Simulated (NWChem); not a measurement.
System: CH5GaS; SMILES C[S][GaH2]

Input file for NWChem:

```
start job
memory heap 200 mb stack 900 mb global 1100 mb
geometry units angstroms
  Ga     0.102450    -1.117738     0.000154
  H     -1.004614    -2.233726     0.000512
  H      1.669709    -1.300076    -0.001310
  S     -0.639147     0.960119     0.001329
  C      0.905933     1.959812     0.001695
  H      0.919278     2.597992     0.905870
  H      0.913285     2.606974    -0.896133
  H      1.808438     1.319190    -0.004524
end
basis spherical
  Ga library 3-21g
  H library 3-21g
  S library 3-21g
  C library 3-21g
end
dft
  xc b3lyp
  iterations 150
end
driver
  maxiter 120
end
task dft optimize
task dft freq
```

Excerpt of the output:

```
             Northwest Computational Chemistry Package (NWChem) 7.3.0
             --------------------------------------------------------

 C1  symmetry detected

                             Geometry "geometry" -> ""
                             -------------------------

 Output coordinates in angstroms (scale by  1.889725989 to convert to a.u.)

  No.       Tag          Charge          X              Y              Z
 ---- ---------------- ---------- -------------- -------------- --------------
    1 Ga                  31.0000     0.06577625    -1.03891367     0.00001160
    2 H                    1.0000    -1.03079299    -2.16521533     0.00073655
    3 H                    1.0000     1.63467365    -1.20657379    -0.00104483
    4 S                   16.0000    -0.69523845     1.03191076    -0.00005398
    5 C                    6.0000     0.84041603     2.04602304     0.00009335
    6 H                    1.0000     0.84760246     2.68477387     0.90393512
    7 H                    1.0000     0.84189284     2.69275478    -0.89807351
    8 H                    1.0000     1.74887934     1.41387401    -0.00560917

 Effective nuclear repulsion energy (a.u.)     239.9703207486

                                Z-matrix (autoz)
                                --------

 Units are Angstrom for bonds and degrees for angles

      Type          Name      I     J     K     L     M      Value
      ----------- --------  ----- ----- ----- ----- ----- ----------
    1 Stretch                  1     2                       1.57195
    2 Stretch                  1     3                       1.57783
    3 Stretch                  1     4                       2.20623
    4 Stretch                  4     5                       1.84029
    5 Stretch                  5     6                       1.10679
    6 Stretch                  5     7                       1.10678
    7 Stretch                  5     8                       1.10677
    8 Bend                     1     4     5               103.26183
    9 Bend                     2     1     3               128.13392
   10 Bend                     2     1     4               115.58827
   11 Bend                     3     1     4               116.27781
   12 Bend                     4     5     6               108.87548
   13 Bend                     4     5     7               108.84767
   14 Bend                     4     5     8               111.72787
   15 Bend                     6     5     7               108.99389
   16 Bend                     6     5     8               109.17823
   17 Bend                     7     5     8               109.17619
   18 Torsion                  1     4     5     6        -120.34010
   19 Torsion                  1     4     5     7         120.96394
   20 Torsion                  1     4     5     8           0.32245
   21 Torsion                  2     1     4     5         179.96640
   22 Torsion                  3     1     4     5          -0.04874

                           NWChem Geometry Optimization
                           ----------------------------

 maximum gradient threshold         (gmax) =   0.000450
 rms gradient threshold             (grms) =   0.000300
 maximum cartesian step threshold   (xmax) =   0.001800
 rms cartesian step threshold       (xrms) =   0.001200
 fixed trust radius                (trust) =   0.300000
 source of zmatrix                         =   autoz

          -------------------
          Energy Minimization
          -------------------

 Using diagonal initial Hessian
 Scaling for Hessian diagonals: bonds = 1.00  angles = 0.25  torsions = 0.10

          --------
          Step   0

                                 NWChem DFT Module
                                 -----------------

[...]

      ----------------------
      Optimization converged
      ----------------------

  Step       Energy      Delta E   Gmax     Grms     Xrms     Xmax
  ---- ---------------- -------- -------- -------- -------- --------
@    6   -2352.58392448 -2.8D-07  0.00010  0.00003  0.00040  0.00087
                                     ok       ok       ok       ok

                                Z-matrix (autoz)
                                --------

 Units are Angstrom for bonds and degrees for angles

      Type          Name      I     J     K     L     M      Value     Gradient
      ----------- --------  ----- ----- ----- ----- ----- ---------- ----------
    1 Stretch                  1     2                       1.54931   -0.00001
    2 Stretch                  1     3                       1.55610    0.00002
    3 Stretch                  1     4                       2.25607   -0.00010
    4 Stretch                  4     5                       1.91708    0.00006
    5 Stretch                  5     6                       1.08915    0.00001
    6 Stretch                  5     7                       1.08915    0.00001
    7 Stretch                  5     8                       1.08999    0.00001
    8 Bend                     1     4     5               103.97836   -0.00001
    9 Bend                     2     1     3               127.51391   -0.00003
   10 Bend                     2     1     4               115.43125   -0.00001
   11 Bend                     3     1     4               117.05483    0.00004
   12 Bend                     4     5     6               107.25878    0.00000
   13 Bend                     4     5     7               107.23769    0.00000
   14 Bend                     4     5     8               110.52953   -0.00000
   15 Bend                     6     5     7               110.55486   -0.00000
   16 Bend                     6     5     8               110.57783    0.00000
   17 Bend                     7     5     8               110.57683    0.00000
   18 Torsion                  1     4     5     6        -120.32199    0.00000
   19 Torsion                  1     4     5     7         120.90486    0.00000
   20 Torsion                  1     4     5     8           0.29857    0.00000
   21 Torsion                  2     1     4     5         179.97771    0.00001
   22 Torsion                  3     1     4     5          -0.04950   -0.00001

                         Geometry "geometry" -> "geometry"
                         ---------------------------------

 Output coordinates in angstroms (scale by  1.889725989 to convert to a.u.)

[...]

 Rotational Constants
 --------------------
 A=   0.475981 cm-1  (  0.684816 K)
 B=   0.087581 cm-1  (  0.126007 K)
 C=   0.075034 cm-1  (  0.107955 K)

 Temperature                      =   298.15K
 frequency scaling parameter      =   1.0000

 Zero-Point correction to Energy  =   32.962 kcal/mol  (  0.052529 au)
 Thermal correction to Energy     =   36.582 kcal/mol  (  0.058297 au)
 Thermal correction to Enthalpy   =   37.174 kcal/mol  (  0.059241 au)

 Total Entropy                    =   77.278 cal/mol-K
   - Translational                =   40.192 cal/mol-K (mol. weight = 117.9369)
   - Rotational                   =   25.736 cal/mol-K (symmetry #  =        1)
   - Vibrational                  =   11.350 cal/mol-K

 Cv (constant volume heat capacity) =   18.101 cal/mol-K
   - Translational                  =    2.979 cal/mol-K
   - Rotational                     =    2.979 cal/mol-K
   - Vibrational                    =   12.142 cal/mol-K

[normal modes left out]

 ----------------------------------------------------------------------------
 Normal Eigenvalue ||           Projected Infra Red Intensities
  Mode   [cm**-1]  || [atomic units] [(debye/angs)**2] [(KM/mol)] [arbitrary]
 ------ ---------- || -------------- ----------------- ---------- -----------
    1       -0.000 ||    0.002310           0.053         2.252       0.752
    2       -0.000 ||    0.002233           0.052         2.177       0.727
    3       -0.000 ||    0.000184           0.004         0.179       0.060
    4        0.000 ||    0.000004           0.000         0.004       0.001
    5        0.000 ||    0.000000           0.000         0.000       0.000
    6        0.000 ||    0.000757           0.017         0.738       0.246
    7       70.621 ||    0.000519           0.012         0.506       0.169
    8      172.122 ||    0.000533           0.012         0.520       0.174
    9      244.347 ||    0.000340           0.008         0.331       0.111
   10      396.368 ||    0.032909           0.759        32.082      10.718
   11      486.415 ||    0.037134           0.857        36.200      12.094
   12      553.662 ||    0.082979           1.914        80.892      27.025
   13      636.687 ||    0.018968           0.438        18.491       6.178
   14      799.399 ||    0.205628           4.744       200.457      66.970
   15      987.361 ||    0.008457           0.195         8.244       2.754
   16     1008.618 ||    0.006519           0.150         6.355       2.123
   17     1393.489 ||    0.011848           0.273        11.550       3.859
   18     1538.864 ||    0.006654           0.154         6.487       2.167
   19     1548.583 ||    0.011890           0.274        11.591       3.872
   20     1863.705 ||    0.112171           2.588       109.350      36.532
   21     1893.651 ||    0.171245           3.951       166.938      55.772
   22     3093.234 ||    0.016979           0.392        16.552       5.530
   23     3187.242 ||    0.003076           0.071         2.998       1.002
   24     3194.006 ||    0.003576           0.083         3.486       1.165
 ----------------------------------------------------------------------------
```

Level: B3LYP/3-21G. B3LYP is NWChem's, with the RPA form of VWN correlation.
